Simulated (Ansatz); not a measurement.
One change: `[Br][Ga]([Br])[Br]` becomes `[Cl][Ga]([Br])[Br]`.

Ansatz, PBE0-D4/def2-TZVP geometries, multiplicity 1. 

Scalar relativity is left out up to krypton.

```csv
property,`[Br][Ga]([Br])[Br]`
HOMO energy (B3LYP/def2-TZVPP) / eV,-8.42
HOMO–LUMO gap (B3LYP/def2-TZVPP) / eV,5.89
size of the dipole moment (ωB97M-V/def2-TZVPP) / D,0.00
LUMO energy (B3LYP/def2-TZVPP) / eV,-2.53
HOMO–LUMO gap (PBE0/def2-TZVPP) / eV,6.48
zero-point energy (PBE0-D4/def2-TZVP) / kJ/mol,7.2
```

Task: Give the same properties after the change, and the shifts. (Estimate.)

Result: Ansatz gave: 
```
                                          property  `[Cl][Ga]([Br])[Br]`  shift
               HOMO energy (B3LYP/def2-TZVPP) / eV                 -8.55  -0.13
             HOMO–LUMO gap (B3LYP/def2-TZVPP) / eV                  6.10   0.21
size of the dipole moment (ωB97M-V/def2-TZVPP) / D                  0.26   0.26
               LUMO energy (B3LYP/def2-TZVPP) / eV                 -2.45   0.08
              HOMO–LUMO gap (PBE0/def2-TZVPP) / eV                  6.70   0.22
    zero-point energy (PBE0-D4/def2-TZVP) / kJ/mol                   8.2    1.0
```

With PBE0 the HOMO falls by 0.13 eV and the LUMO rises by 0.08 eV, so the gap widens by about 0.21 eV. PBE moves the HOMO by -0.12 eV and ωB97M-V by -0.13 eV.

B3LYP here is the variant with VWN-RPA as its local correlation; programs differ in this.

Spin–orbit coupling is left out; it splits and shifts lone-pair levels of the heavy atoms by tenths of an eV.
